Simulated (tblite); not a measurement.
Species: C₄H₈F₂O₂Si.
Atom-mapped SMILES: `[F:1][CH:2]([F:3])[C@H:4]1[CH2:5][CH2:6][O:7][SiH2:8][O:9]1` (hydrogens: H10 on C2; H11 on C4; H12, H13 on C5; H14, H15 on C6; H16, H17 on Si8)

Computed geometry: GFN2-xTB, gas phase.

Problem. List the bond lengths, angles and torsions at this level.

Solution. 
| bond | length (bohr) |
| --- | --- |
| F1–C2 | 2.555 |
| C2–F3 | 2.561 |
| C2–C4 | 2.904 |
| C4–C5 | 2.897 |
| C5–C6 | 2.886 |
| C6–O7 | 2.653 |
| O7–Si8 | 3.071 |
| Si8–O9 | 3.109 |
| C4–O9 | 2.628 |
| C2–H10 | 2.079 |
| C4–H11 | 2.082 |
| C5–H12 | 2.064 |
| C5–H13 | 2.060 |
| C6–H14 | 2.071 |
| C6–H15 | 2.067 |
| Si8–H16 | 2.738 |
| Si8–H17 | 2.756 |

A selection of angles:
| angle | degrees |
| --- | --- |
| F1–C2–F3 | 106.2 |
| F1–C2–C4 | 112.8 |
| F3–C2–C4 | 110.5 |
| C2–C4–C5 | 113.4 |
| C2–C4–O9 | 108.8 |
| C5–C4–O9 | 113.6 |
| C4–C5–C6 | 113.8 |
| C5–C6–O7 | 112.2 |
| C6–O7–Si8 | 122.2 |
| O7–Si8–O9 | 108.1 |
| C4–O9–Si8 | 122.4 |

Torsions: F1–C2–C4–C5 -58° (synclinal); C2–C4–C5–C6 72° (synclinal); C4–C5–C6–O7 55° (synclinal); C5–C6–O7–Si8 -41° (synclinal); C6–O7–Si8–O9 22° (synperiplanar); O7–Si8–O9–C4 -19° (synperiplanar); C2–C4–O9–Si8 -92° (anticlinal).

Si8 (oxygen-bound silicon) is distorted tetrahedral (angles from 105.2° to 117.8°). The O–Si distances run from 1.625 Å (O7–Si8, drawn single) to 1.645 Å (Si8–O9, drawn single), a spread of 0.020 Å. Of the pairs four or more bonds apart, F1···H15 is among the closest relative to their van der Waals radii: 2.32 Å, 87 % of the sum of Bondi's values. The 6-membered ring C4–C5–C6–O7–Si8–O9 has internal angles of 108.1° to 122.4°; it is puckered, 0.17 Å rms from its mean plane, widest ring torsion 55°.

Point group: C1 (no symmetry element, even within 0.4 Å). Its GFN2-xTB frequencies are all real (lowest 45 cm⁻¹). One conformer, not necessarily the lowest.

Hardware: an Arm Neoverse V2 with one thread, no GPU, on a shared host. These figures are those of the optimisation.
